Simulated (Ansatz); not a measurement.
The cluster Nb₃S₄⁺, relaxed as a singlet with RKS B3LYP-D4/def2-SVP in Ansatz, starting from the GFN2-xTB geometry. Force threshold 0.02 eV/Å.

In the def2 sets Nb takes a core potential; there is no spin–orbit coupling. The restricted singlet is unstable towards broken spin symmetry at other levels; at B3LYP-D4/def2-SVP this wasn't settled. The relaxation made no stability test and no search for a lower SCF solution. No other spin state of charge 1 was run. The structure comes from a short search, and lower isomers may exist.

Start:

Cartesian coordinates in Å:
```
Nb 3.218 0.399 -0.030
Nb -1.025 -0.412 -0.964
Nb -2.063 0.260 2.078
S -3.070 -0.867 -1.772
S 1.917 -0.152 -1.809
S 0.370 1.371 0.995
S 0.653 -0.600 1.501
```

| step | energy (eV) | largest force component (eV/Å) | SCF passes |
| --- | --- | --- | --- |
| 1 | -47971.2385 | 2.890 | 176 |
| 2 | -47973.2055 | 2.812 | 93 |
| 3 | -47974.6316 | 2.443 | 64 |
| 4 | -47975.2736 | 2.210 | 54 |
| 5 | -47976.0129 | 1.810 | 63 |
| 6 | -47976.9926 | 2.668 | 56 |
| 7 | -47978.6023 | 2.094 | 56 |
| 8 | -47979.5750 | 1.109 | 48 |
| 9 | -47980.0735 | 0.535 | 61 |
| 10 | -47980.6079 | 2.563 | 86 |
| 11 | -47981.6792 | 1.440 | 50 |
| 12 | -47982.4767 | 0.749 | 51 |
| 13 | -47982.6587 | 1.052 | 44 |
| 14 | -47982.7997 | 0.252 | 42 |
| 15 | -47982.8019 | 0.655 | 38 |
| 16 | -47982.8211 | 0.158 | 40 |
| 17 | -47982.8543 | 0.462 | 46 |
| 18 | -47982.9356 | 0.598 | 35 |
| 19 (rejected) | -47982.9115 | 1.173 | 39 |
| 20 | -47983.0836 | 0.601 | 39 |
| 21 | -47983.1758 | 0.404 | 38 |
| 22 | -47983.2323 | 0.217 | 35 |
| 23 | -47983.2431 | 0.120 | 31 |
| 24 | -47983.2444 | 0.018 | 32 |

Force components are those of the run's own axes.

End:

Cartesian coordinates in Å:
```
Nb 1.644 0.395 0.593
Nb -0.234 -0.310 -1.018
Nb -1.205 0.184 1.314
S -2.600 -0.484 -0.424
S 2.130 -0.135 -1.620
S -0.122 1.964 0.092
S 0.387 -1.614 1.062
```

Bonds lost: S6–S7 (atoms count from 1). Bonds formed: Nb3–S4 (atoms count from 1). Metal–metal contacts that move far: Nb1–Nb3 5.69 to 2.95 Å, Nb1–Nb2 4.42 to 2.57 Å.

No frequencies were taken in this run, so the end may be a saddle point.

Run time 2.7 min (4 threads of Arm Neoverse V2 on a shared host), peak host memory 0.59 GiB.
